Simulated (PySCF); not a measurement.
## Frontier levels across methods

Species: CH₆BOP.
Structure used (PBE0-D3(BJ)/def2-SVP), in Å, numbered top down from 1:
```
atom  x, y, z in Å
C1    -1.4091    0.4212    0.3622
O2    -0.8669   -0.7174   -0.2590
B3     0.4505   -0.9180   -0.4348
P4     1.8145    0.2660    0.2434
H5    -0.8714    0.6707    1.2931
H6    -1.3710    1.2933   -0.3111
H7    -2.4601    0.2149    0.6070
H8     0.7674   -1.9611   -0.9604
H9     1.2945    1.5075   -0.2270
H10    2.7412    0.0713   -0.8177
```

The species is `COBP` (CH6BOP).

Basis pcSseg-2 throughout (PySCF), one geometry. Geometry: PBE0-D3(BJ)/def2-SVP, one conformer, isolated molecule.

Q: How do the orbital energies, the gap and the dipole change with the method?

A: 
```tsv
method	kind	HOMO (eV)	LUMO (eV)	gap (eV)	μ (D)	SCF cycles
BLYP	GGA	-5.96	-1.39	4.57	1.67	15
B97-D	GGA	-6.07	-1.37	4.69	1.66	15
OPBE	GGA	-6.09	-1.40	4.69	1.69	15
PBE	GGA	-6.10	-1.53	4.57	1.69	16
KT2	GGA	-6.16	-1.52	4.64	1.63	16
KT3	GGA	-6.17	-1.47	4.70	1.61	16
BP86	GGA	-6.20	-1.59	4.61	1.69	15
LDA	LDA	-6.21	-1.74	4.47	1.74	14
B3LYP	global hybrid	-7.03	-0.81	6.23	1.65	13
HF	Hartree–Fock	-9.85	2.52	12.37	1.57	11
```

The HOMO spans 3.89 eV, from BLYP down to HF, and the gap runs from 4.47 eV (LDA) to 12.37 eV (HF). Over the methods BLYP (0 %), B97-D (0 %), OPBE (0 %), PBE (0 %), KT2 (0 %), KT3 (0 %), BP86 (0 %), LDA (0 %), B3LYP (20 %), HF (100 %), a straight line through the gap against the share of exact exchange rises by 0.78 eV for each 10 % (correlation coefficient 1.000). The dipole ranges from 1.57 D (HF) to 1.74 D (LDA). This basis has no diffuse functions.

The vertical ΔSCF ionisation energy at PBE0/def2-SVPD is 9.41 eV; −ε(HOMO) comes closest to it with HF (9.85 eV).
